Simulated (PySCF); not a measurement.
Simulation results for CH6BO, B2H5O2, BH5NSi, B2H3 and others

Calculation on a computer-drawn molecule: the log of a Hartree-Fock and frozen-core CCSD(T) single point meant for a local Hartree-Fock minimum, with one planted fault or none, to be diagnosed. Offsets are logged minus clean, where the clean run is the same molecule without the fault. The reference is restricted for singlets and unrestricted otherwise, and also for a bond in bohr or an excited solution. Adding or removing an electron swaps singlet and doublet. The excited solution moves the top pair (singlet) or top alpha electron (doublet) to the lowest empty orbital. Highest occupied and lowest empty are orbital energies over both spins, largest force is the largest gradient component, triples share is (T) over the correlation energy, the T1 limit is 0.02 restricted and 0.045 unrestricted, electrons count all cores, a negative frequency is imaginary (commonest isotopes), and the dipole is about the centre of nuclear charge. Program: PySCF 2.14.0.

Common to all runs: logged SCF converged yes; logged CC converged yes; logged SCF stable within its kind yes; possible faults no fault, one electron removed, one electron added, multiplicity raised by two, geometry at a saddle point, SCF held on an excited solution, minimal basis STO-3G, one bond length entered in bohr, all coordinates scaled.

(1) 
```xyz
9
formula=CH6BO meant_charge=-1 meant_multiplicity=1 meant_basis=aug-cc-pVDZ logged_electrons=26 logged_basis_functions=123 logged_spin_squared=0.8498 logged_highest_occupied=-5.4097 logged_lowest_empty=3.8994 logged_largest_force=0.017696 logged_T1_diagnostic=0.05385 logged_D1_diagnostic=0.26654 logged_triples_share=0.040671 logged_dipole_magnitude=4.0866 logged_energy_HF=-140.7829 logged_energy_CCSD(T)=-141.31414 planted_fault=one_bond_length_entered_in_bohr,row_8_of_the_drawn_bonds HF_energy_offset_from_clean_run=73.59 CCSD(T)_energy_offset_from_clean_run=80.79
B      0.0940    -0.3588    -0.4649
C      0.4885    -1.1647     0.9081
O     -0.6623    -1.5800     1.6801
H     -0.5628     0.6702    -0.1765
H     -0.6128    -1.0926    -1.1967
H      1.1265    -0.0294    -1.0845
H      1.0670    -2.0749     0.6966
H      1.1089    -0.5529     1.5778
H     -2.0829    -1.0168     0.7705
```

Units: logged_highest_occupied, logged_lowest_empty in eV; logged_largest_force in hartree/bohr; logged_dipole_magnitude in debye; logged_energy_HF, logged_energy_CCSD(T) in hartree; HF_energy_offset_from_clean_run, CCSD(T)_energy_offset_from_clean_run in kcal/mol.

Drawn bonds:
| atom | other atom | order |
| --- | --- | --- |
| 1 | 2 | 1 |
| 2 | 3 | 1 |
| 1 | 4 | 1 |
| 1 | 5 | 1 |
| 1 | 6 | 1 |
| 2 | 7 | 1 |
| 2 | 8 | 1 |
| 3 | 9 | 1 |

Notes: T1 above single-reference limit.

(2) 
```xyz
9
formula=B2H5O2 meant_charge=-1 meant_multiplicity=1 meant_basis=aug-cc-pVDZ logged_electrons=31 logged_basis_functions=137 logged_spin_squared=0.7861 logged_highest_occupied=-12.198 logged_lowest_empty=-3.0389 logged_largest_force=0.10683 logged_T1_diagnostic=0.026752 logged_D1_diagnostic=0.1495 logged_triples_share=0.032562 logged_dipole_magnitude=2.9245 logged_energy_HF=-202.00918 logged_energy_CCSD(T)=-202.65767 planted_fault=one_electron_removed HF_energy_offset_from_clean_run=96.53 CCSD(T)_energy_offset_from_clean_run=108
B      1.0509     1.0832    -0.9398
O     -0.1870     0.5753    -0.2083
B     -0.5365     0.8018     1.0413
O      0.1843     1.5678     1.9409
H      1.7244     0.1137    -1.3201
H      0.6964     1.7697    -1.9099
H      1.7673     1.7949    -0.1901
H     -1.5614     0.3268     1.4935
H      0.9564     1.8877     1.4929
```

Units: logged_highest_occupied, logged_lowest_empty in eV; logged_largest_force in hartree/bohr; logged_dipole_magnitude in debye; logged_energy_HF, logged_energy_CCSD(T) in hartree; HF_energy_offset_from_clean_run, CCSD(T)_energy_offset_from_clean_run in kcal/mol.

Drawn bonds:
| atom | other atom | order |
| --- | --- | --- |
| 1 | 2 | 1 |
| 2 | 3 | 1 |
| 3 | 4 | 1 |
| 1 | 5 | 1 |
| 1 | 6 | 1 |
| 1 | 7 | 1 |
| 3 | 8 | 1 |
| 4 | 9 | 1 |

(3) 
```xyz
8
formula=BH5NSi meant_charge=-1 meant_multiplicity=1 meant_basis=aug-cc-pV(D+d)Z logged_electrons=32 logged_basis_functions=123 logged_spin_squared=0 logged_highest_occupied=-4.6858 logged_lowest_empty=3.8808 logged_largest_force=0.12496 logged_T1_diagnostic=0.015036 logged_D1_diagnostic=0.040493 logged_triples_share=0.034333 logged_dipole_magnitude=3.702 logged_energy_HF=-370.91886 logged_energy_CCSD(T)=-371.37731 planted_fault=all_coordinates_scaled,by_-8.0_% HF_energy_offset_from_clean_run=31.43 CCSD(T)_energy_offset_from_clean_run=37.99
B      0.4588     2.6435    -0.2048
Si     1.7985     1.3754     0.0257
N      2.6671     0.6104    -0.9147
H      0.2627     2.8723    -1.2909
H     -0.4522     2.2038     0.3180
H      0.8191     3.5561     0.3731
H      2.0518     1.0696     1.3723
H      3.2703     0.0262    -0.5263
```

Units: logged_highest_occupied, logged_lowest_empty in eV; logged_largest_force in hartree/bohr; logged_dipole_magnitude in debye; logged_energy_HF, logged_energy_CCSD(T) in hartree; HF_energy_offset_from_clean_run, CCSD(T)_energy_offset_from_clean_run in kcal/mol.

Drawn bonds:
| atom | other atom | order |
| --- | --- | --- |
| 1 | 2 | 1 |
| 2 | 3 | 2 |
| 1 | 4 | 1 |
| 1 | 5 | 1 |
| 1 | 6 | 1 |
| 2 | 7 | 1 |
| 3 | 8 | 1 |

(4) 
```xyz
5
formula=B2H3 meant_charge=0 meant_multiplicity=2 meant_basis=cc-pVDZ logged_electrons=13 logged_basis_functions=13 logged_spin_squared=0.7563 logged_highest_occupied=-6.9717 logged_lowest_empty=5.5957 logged_largest_force=0.025053 logged_T1_diagnostic=0.02043 logged_D1_diagnostic=0.07095 logged_triples_share=0.012507 logged_dipole_magnitude=1.059 logged_energy_HF=-50.36206 logged_energy_CCSD(T)=-50.45185 planted_fault=minimal_basis_STO-3G HF_energy_offset_from_clean_run=414 CCSD(T)_energy_offset_from_clean_run=473.8
B     -0.0584    -0.6571     0.6060
B     -0.3229     0.3559     1.8146
H      0.1372    -1.4049    -0.2895
H     -1.4236     0.4655     2.2843
H      0.5774     1.0145     2.2618
```

Units: logged_highest_occupied, logged_lowest_empty in eV; logged_largest_force in hartree/bohr; logged_dipole_magnitude in debye; logged_energy_HF, logged_energy_CCSD(T) in hartree; HF_energy_offset_from_clean_run, CCSD(T)_energy_offset_from_clean_run in kcal/mol.

Drawn bonds:
| atom | other atom | order |
| --- | --- | --- |
| 1 | 2 | 1 |
| 1 | 3 | 1 |
| 2 | 4 | 1 |
| 2 | 5 | 1 |

(5) 
```xyz
7
formula=B2FH3N meant_charge=0 meant_multiplicity=2 meant_basis=cc-pVDZ logged_electrons=29 logged_basis_functions=71 logged_spin_squared=3.7595 logged_highest_occupied=-8.2615 logged_lowest_empty=-1.4534 logged_largest_force=0.077618 logged_T1_diagnostic=0.030413 logged_D1_diagnostic=0.1758 logged_triples_share=0.025881 logged_dipole_magnitude=3.6482 logged_energy_HF=-204.88778 logged_energy_CCSD(T)=-205.41912 planted_fault=multiplicity_raised_by_two HF_energy_offset_from_clean_run=94.56 CCSD(T)_energy_offset_from_clean_run=96.88
B     -2.1330     1.7980     1.7440
B     -0.8682     0.6958     1.9618
N     -0.4736     0.1628     3.1894
F     -0.2132     0.2575     0.8604
H     -2.3431     2.9697     1.6862
H      0.2581    -0.5153     3.2574
H     -0.8940     0.4028     4.0609
```

Units: logged_highest_occupied, logged_lowest_empty in eV; logged_largest_force in hartree/bohr; logged_dipole_magnitude in debye; logged_energy_HF, logged_energy_CCSD(T) in hartree; HF_energy_offset_from_clean_run, CCSD(T)_energy_offset_from_clean_run in kcal/mol.

Drawn bonds:
| atom | other atom | order |
| --- | --- | --- |
| 1 | 2 | 1 |
| 2 | 3 | 1 |
| 2 | 4 | 1 |
| 1 | 5 | 1 |
| 3 | 6 | 1 |
| 3 | 7 | 1 |

(6) 
```xyz
7
formula=B2FH3N meant_charge=0 meant_multiplicity=2 meant_basis=cc-pVDZ logged_electrons=29 logged_basis_functions=71 logged_spin_squared=0.7548 logged_highest_occupied=-8.9126 logged_lowest_empty=1.1373 logged_largest_force=1.105e-05 logged_lowest_frequency=-416.23 logged_T1_diagnostic=0.015157 logged_D1_diagnostic=0.055046 logged_triples_share=0.023194 logged_dipole_magnitude=2.2579 logged_energy_HF=-205.03213 logged_energy_CCSD(T)=-205.56837 planted_fault=geometry_at_a_saddle_point HF_energy_offset_from_clean_run=3.976 CCSD(T)_energy_offset_from_clean_run=3.223
B      1.4893     0.7132     0.0000
B      0.1211    -0.3432     0.0000
N     -1.1807     0.1404     0.0000
F      0.2704    -1.6877     0.0000
H      2.6699     0.5225     0.0000
H     -1.9804    -0.4606     0.0000
H     -1.3896     1.1155     0.0000
```

Units: logged_highest_occupied, logged_lowest_empty in eV; logged_largest_force in hartree/bohr; logged_lowest_frequency in cm⁻¹; logged_dipole_magnitude in debye; logged_energy_HF, logged_energy_CCSD(T) in hartree; HF_energy_offset_from_clean_run, CCSD(T)_energy_offset_from_clean_run in kcal/mol.

Drawn bonds:
| atom | other atom | order |
| --- | --- | --- |
| 1 | 2 | 1 |
| 2 | 3 | 1 |
| 2 | 4 | 1 |
| 1 | 5 | 1 |
| 3 | 6 | 1 |
| 3 | 7 | 1 |

(7) 
```xyz
10
formula=B2H6NSi meant_charge=0 meant_multiplicity=2 meant_basis=cc-pV(D+d)Z logged_electrons=36 logged_basis_functions=95 logged_spin_squared=0 logged_highest_occupied=-16.038 logged_lowest_empty=-5.9469 logged_largest_force=0.038056 logged_T1_diagnostic=0.024484 logged_D1_diagnostic=0.087565 logged_triples_share=0.032166 logged_dipole_magnitude=6.766 logged_energy_HF=-395.94702 logged_energy_CCSD(T)=-396.43102 planted_fault=one_electron_removed HF_energy_offset_from_clean_run=162.6 CCSD(T)_energy_offset_from_clean_run=165.7
B     -1.8453     3.0505     0.3578
B     -1.4581     1.5420    -0.1746
N     -2.3422     0.5300    -0.5730
Si     0.5719     1.2165    -0.3340
H     -1.9765     3.8707     1.2074
H     -3.3365     0.6197    -0.5410
H     -2.0444    -0.3557    -0.9246
H      0.9523    -0.0623     0.3261
H      1.3712     2.3015     0.2937
H      0.9884     1.1220    -1.7592
```

Units: logged_highest_occupied, logged_lowest_empty in eV; logged_largest_force in hartree/bohr; logged_dipole_magnitude in debye; logged_energy_HF, logged_energy_CCSD(T) in hartree; HF_energy_offset_from_clean_run, CCSD(T)_energy_offset_from_clean_run in kcal/mol.

Drawn bonds:
| atom | other atom | order |
| --- | --- | --- |
| 1 | 2 | 1 |
| 2 | 3 | 1 |
| 2 | 4 | 1 |
| 1 | 5 | 1 |
| 3 | 6 | 1 |
| 3 | 7 | 1 |
| 4 | 8 | 1 |
| 4 | 9 | 1 |
| 4 | 10 | 1 |

Notes: T1 above single-reference limit.

(8) 
```xyz
10
formula=B2H6NSi meant_charge=0 meant_multiplicity=2 meant_basis=cc-pV(D+d)Z logged_electrons=37 logged_basis_functions=95 logged_spin_squared=0.7627 logged_highest_occupied=-8.1935 logged_lowest_empty=1.6989 logged_largest_force=3.072e-06 logged_lowest_frequency=24.411 logged_T1_diagnostic=0.018396 logged_D1_diagnostic=0.063495 logged_triples_share=0.028727 logged_dipole_magnitude=2.31 logged_energy_HF=-396.20619 logged_energy_CCSD(T)=-396.69506 planted_fault=no_fault HF_energy_offset_from_clean_run=0 CCSD(T)_energy_offset_from_clean_run=0
B     -1.8453     3.0505     0.3578
B     -1.4581     1.5420    -0.1746
N     -2.3422     0.5300    -0.5730
Si     0.5719     1.2165    -0.3340
H     -1.9765     3.8707     1.2074
H     -3.3365     0.6197    -0.5410
H     -2.0444    -0.3557    -0.9246
H      0.9523    -0.0623     0.3261
H      1.3712     2.3015     0.2937
H      0.9884     1.1220    -1.7592
```

Units: logged_highest_occupied, logged_lowest_empty in eV; logged_largest_force in hartree/bohr; logged_lowest_frequency in cm⁻¹; logged_dipole_magnitude in debye; logged_energy_HF, logged_energy_CCSD(T) in hartree; HF_energy_offset_from_clean_run, CCSD(T)_energy_offset_from_clean_run in kcal/mol.

Drawn bonds:
| atom | other atom | order |
| --- | --- | --- |
| 1 | 2 | 1 |
| 2 | 3 | 1 |
| 2 | 4 | 1 |
| 1 | 5 | 1 |
| 3 | 6 | 1 |
| 3 | 7 | 1 |
| 4 | 8 | 1 |
| 4 | 9 | 1 |
| 4 | 10 | 1 |

(9) 
```xyz
7
formula=B3H3N meant_charge=0 meant_multiplicity=2 meant_basis=cc-pVDZ logged_electrons=25 logged_basis_functions=71 logged_spin_squared=3.7787 logged_highest_occupied=-7.3365 logged_lowest_empty=-1.1913 logged_largest_force=0.15917 logged_T1_diagnostic=0.034937 logged_D1_diagnostic=0.14343 logged_triples_share=0.032962 logged_dipole_magnitude=4.292 logged_energy_HF=-130.12075 logged_energy_CCSD(T)=-130.51411 planted_fault=multiplicity_raised_by_two HF_energy_offset_from_clean_run=58.83 CCSD(T)_energy_offset_from_clean_run=77.74
B     -1.9508     3.1647    -2.1865
B     -0.9772     2.5819    -0.9875
N     -0.1875     2.1277    -0.1325
B      0.6919     1.6198     0.8337
H     -3.0392     3.6202    -2.3075
H      0.6846     0.4462     1.0930
H      1.4512     2.3592     1.4008
```

Units: logged_highest_occupied, logged_lowest_empty in eV; logged_largest_force in hartree/bohr; logged_dipole_magnitude in debye; logged_energy_HF, logged_energy_CCSD(T) in hartree; HF_energy_offset_from_clean_run, CCSD(T)_energy_offset_from_clean_run in kcal/mol.

Drawn bonds:
| atom | other atom | order |
| --- | --- | --- |
| 1 | 2 | 1 |
| 2 | 3 | 2 |
| 3 | 4 | 1 |
| 1 | 5 | 1 |
| 4 | 6 | 1 |
| 4 | 7 | 1 |

(10) 
```xyz
7
formula=B3H4 meant_charge=0 meant_multiplicity=2 meant_basis=cc-pVDZ logged_electrons=20 logged_basis_functions=62 logged_spin_squared=0 logged_highest_occupied=-1.5144 logged_lowest_empty=8.1857 logged_largest_force=0.041951 logged_T1_diagnostic=0.021285 logged_D1_diagnostic=0.055755 logged_triples_share=0.045201 logged_dipole_magnitude=1.0526 logged_energy_HF=-76.28302 logged_energy_CCSD(T)=-76.62282 planted_fault=one_electron_added HF_energy_offset_from_clean_run=-15.17 CCSD(T)_energy_offset_from_clean_run=-46.58
B     -0.0621    -0.7719    -0.3389
B      1.4712    -0.8062    -0.3703
B      1.2882    -0.8722     1.3761
H     -1.2173    -0.7549    -0.0962
H      2.4954    -0.8062    -0.9647
H      2.2844    -0.9228     2.0420
H      0.2546    -0.8728     1.9924
```

Units: logged_highest_occupied, logged_lowest_empty in eV; logged_largest_force in hartree/bohr; logged_dipole_magnitude in debye; logged_energy_HF, logged_energy_CCSD(T) in hartree; HF_energy_offset_from_clean_run, CCSD(T)_energy_offset_from_clean_run in kcal/mol.

Drawn bonds:
| atom | other atom | order |
| --- | --- | --- |
| 1 | 2 | 1 |
| 2 | 3 | 1 |
| 1 | 4 | 1 |
| 2 | 5 | 1 |
| 3 | 6 | 1 |
| 3 | 7 | 1 |

Notes: T1 above single-reference limit.
